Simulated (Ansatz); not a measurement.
`CC[O][GaH2]`, 11 atoms. Charge 0, multiplicity 1. Correlated methods include outer-core shells of Ga, which these sets cover unevenly. Scalar relativity is left out up to krypton. All runs use 4 threads of a server CPU on a shared host. Correlated methods freeze the cores.

**Question.** Give the basis size and wall time and peak host memory of each of these runs in Ansatz. RKS PBE-D4/def2-TZVPP energy and forces; RKS SPW92 (LDA)/def2-TZVPP energy; RKS ωB97X-V/def2-TZVPP energy; RKS PBE0-D4/def2-TZVP frequencies; RKS ωB97M-V/def2-SVP energy; RKS ωB97M-V/def2-QZVPP energy; RHF-CCSD(T)/def2-TZVPP energy; direct RPA on PBE orbitals/def2-TZVPP energy; RKS PBE0-D4/def2-QZVPP energy; RKS PBE0-D4/def2-TZVP relaxation (14 steps); RHF-MP2/def2-QZVPP energy; RKS BLYP-D4/def2-TZVPP energy. (Estimate.)

**Answer.** The calculation gave: Other jobs shared the machine, so times are rough.

```tsv
level	job	functions	wall time	peak host memory (GiB)
RKS SPW92 (LDA)/def2-TZVPP	energy	239	1.7 s	0.29
RKS BLYP-D4/def2-TZVPP	energy	239	1.9 s	0.3
RKS PBE-D4/def2-TZVPP	energy and forces	239	2.3 s	0.3
RKS ωB97M-V/def2-SVP	energy	109	5.5 s	0.35
direct RPA on PBE orbitals/def2-TZVPP	energy	239	6 s	0.63
RKS ωB97X-V/def2-TZVPP	energy	239	8 s	0.73
RKS PBE0-D4/def2-QZVPP	energy	470	11 s	1.5
RKS ωB97M-V/def2-QZVPP	energy	470	24 s	1.9
RHF-MP2/def2-QZVPP	energy	470	35 s	3
RKS PBE0-D4/def2-TZVP	relaxation (14 steps)	183	44 s	0.47
RKS PBE0-D4/def2-TZVP	frequencies	183	2.6 min	0.46
RHF-CCSD(T)/def2-TZVPP	energy	239	6.7 min	2.2
```
